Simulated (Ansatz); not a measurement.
C₃H₈Ge, SMILES [CH](=C)[GeH2][CH3].

Coordinates come from a PBE0-D3(BJ)/def2-SVP optimisation. The structure was generated by enumeration, and PubChem lists no compound with its InChIKey, so it may never have been made. Other conformers were not sampled.

Two levels are set side by side: PBE/def2-SVPD (Ansatz, a first-principles code) and PBE0/def2-SVPD (Ansatz). Energy differences of separate SCF runs at the same geometry; the states with an electron removed or added have multiplicity 2 and 2. Differences are taken from unrounded values.

```tsv
quantity	PBE
vertical ionisation energy (eV)	9.68
vertical singlet–triplet gap (eV)	4.36
```

Problem. These are the PBE values. What does PBE0 give? (Estimate from the structure and the level; the computed values follow.)

Solution. 
```csv
quantity,PBE0,PBE minus PBE0
vertical ionisation energy (eV),9.85,-0.17
vertical singlet–triplet gap (eV),4.19,0.17
```
